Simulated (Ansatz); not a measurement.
# One arrangement of a pair

The pair of Br⁻ (SMILES [Br-], atom 1) and H$_{2}$O (SMILES O, atoms 2–4), both closed shells, in one local arrangement (a lower one may exist), relaxed at PBE0-D4/def2-TZVPD:

```tsv
atom	x (Å)	y (Å)	z (Å)
Br1	0.0467	0.1976	-2.2274
O2	0.0462	0.1843	1.0637
H3	0.0900	0.3659	0.0965
H4	-0.1828	-0.7477	1.0671
```

Program: Ansatz 0.2.0. Basis: def2-TZVPPD, with def2-QZVPPD for the basis limit. Cores are frozen in the correlated methods. Filled d shells of the heavier atoms are correlated. The def2 sets are not built for correlating such inner shells, so the correlated values are less sure here. B3LYP uses VWN-RPA correlation. Extrapolation: Hartree–Fock as exp(−7.88 √X), correlation as X^−2.97. Interaction energies count from these two fragments, frozen as in the pair, with the counterpoise correction; negative means bound.

(1) What is the interaction energy by CCSD(T) at an estimated basis limit (MP2 extrapolated from triple and quadruple zeta, plus CCSD(T) − MP2 in triple zeta)? (An estimate is asked for; the value comes from the calculation.)

(2) Which atoms make the shortest contact between the fragments?

T1 diagnostic: at most 0.011.

## Answers

(1) By the calculation: -13.40 kcal/mol. Hartree–Fock alone gives -10.25 kcal/mol at the basis limit. It counts from the two fragments frozen as in the pair.

The same quantity by other methods in triple zeta, and each one's difference from that estimate:
| method | E_int (kcal/mol) | difference |
| --- | --- | --- |
| PBE-D4 | -14.31 | -0.92 |
| revPBE-D4 | -13.32 | 0.08 |
| BLYP-D4 | -13.33 | 0.07 |
| r2SCAN-D4 | -13.95 | -0.55 |
| B97M-V | -13.07 | 0.33 |
| PBE0-D4 | -14.03 | -0.64 |
| B3LYP-D4 | -13.51 | -0.11 |
| HSE06-D4 | -14.04 | -0.65 |
| wB97X-V | -13.42 | -0.02 |
| wB97M-V | -13.33 | 0.07 |
| B2PLYP | -12.67 | 0.72 |
| HF | -10.24 | 3.16 |
| MP2 | -12.77 | 0.63 |
| CCSD | -12.11 | 1.29 |
| CCSD(T) | -12.49 | 0.91 |
Differences are method less estimate.

(2) Br1 and H3, 2.33 Å apart.

Energy to bend the free fragments (PBE0-D4 minima) into their shapes in the pair, CCSD(T)/def2-TZVPPD: H$_{2}$O 0.44 kcal/mol. This must be added to the interaction energy to get the binding energy from relaxed fragments.

Basis-set superposition shift (counterpoise-corrected less uncorrected): CCSD(T) 1.15; MP2 1.11; HF 0.08; PBE0-D4 0.10; wB97M-V 0.09 kcal/mol.

For scale, one of the runs: CCSD(T)/def2-TZVPPD, 131 basis functions, launched by `ansatz run in.yaml --threads 2 --pin off --events-out ev --progress --plain --max-ram 5222MiB`. The run took about 8.5 s on 2 CPU threads (shared host).
